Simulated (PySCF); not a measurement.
Level of theory: PBE-D3(BJ)/def2-TZVP // CAM-B3LYP-D3(BJ)/def2-TZVP (PySCF). Isolated molecules, 0 K electronic values unless said otherwise. One relaxed conformer stands for a flexible species; it need not be the lowest. Delta-SCF ions had no search for a lower state. 

Reference species (SMILES): `BC(=C)C(=C)C` (neutral, multiplicity 1).

```json
{
  "vertical ionisation energy (Delta-SCF)": "8.88 eV",
  "LUMO": "-2.92 eV"
}
```

Changed species: `B/C(C=C)=C/C`.

Q: Predict the effect on the vertical ionisation energy (Delta-SCF) and LUMO.

A: the vertical ionisation energy (Delta-SCF) falls by 0.18 eV, to 8.70 eV; the LUMO rises by 0.23 eV, to -2.69 eV.
